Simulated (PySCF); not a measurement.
Species: C₆H₁₂NP.
SMILES with atom numbers: `[CH3:1][CH:2]([CH3:3])[P:4]([CH3:5])[CH2:6][C:7]#[N:8]` (hydrogens: H9, H10, H11 on C1; H12 on C2; H13, H14, H15 on C3; H16, H17, H18 on C5; H19, H20 on C6)

Structure used (PBE0-D3(BJ)/def2-SVP), in Å, numbered top down from 1:
```
atom  x, y, z in Å
C1    -2.213   -0.567   -0.408
C2    -1.047    0.200    0.208
C3    -1.407    1.665    0.431
P4     0.449    0.055   -0.908
C5     0.855   -1.734   -0.704
C6     1.734    0.752    0.283
C7     3.081    0.462   -0.164
N8     4.142    0.187   -0.539
H9    -3.110   -0.475    0.226
H10   -2.468   -0.167   -1.403
H11   -1.996   -1.640   -0.519
H12   -0.789   -0.263    1.180
H13   -0.615    2.219    0.957
H14   -1.595    2.175   -0.528
H15   -2.322    1.749    1.039
H16    0.778   -2.076    0.341
H17    1.882   -1.907   -1.061
H18    0.183   -2.338   -1.331
H19    1.603    1.844    0.339
H20    1.594    0.341    1.298
```

Computed at PBE0/pcSseg-1 (PySCF, non-relativistic), with Q(14N) = 0.02044 b: N8, 14N (I = 1): χzz = -4.423 MHz, η = 0.020.

Q: Find the zero-field quadrupole resonance frequencies of 14N at N8.

A: From ν± = (3/4)|χ|(1 ± η/3) and ν0 = |χ|η/2: ν+ 3.340 MHz, ν− 3.295 MHz, ν0 0.045 MHz (nitrile nitrogen).

In a crystal, neighbours and librations shift these lines. Geometry: PBE0-D3(BJ)/def2-SVP, one conformer, isolated molecule. These gradients aren't converged with respect to the basis.

These values come from a run that also computed NMR shieldings. The run took 33 s of wall time on one thread of an Arm Neoverse V2, shared host with 192 logical CPUs at a one-minute load of 96, and the process peaked at 0.95 GiB of memory.
